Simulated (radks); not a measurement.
Results of a calculation; reference values are marked as such.
Initial-state core-level shifts of the strontium ion Sr+ when its valence configuration changes from [Kr] 5s1. Level of theory: Dirac Kohn-Sham, PBE, spin-unpolarised, spherical densities, point nucleus; open shells fill j = l - 1/2 first (a radial shooting solver on a logarithmic mesh with Libxc functionals). Shifts are changes of the shell-averaged eigenvalues in eV (positive: less bound).

valence,2s,3s,3p,4p
5p1,-1.222,-1.224,-1.223,-1.151
4d0.5 5s0.5,+1.175,+1.158,+1.159,+1.036
4d1,+2.177,+2.149,+2.151,+1.942
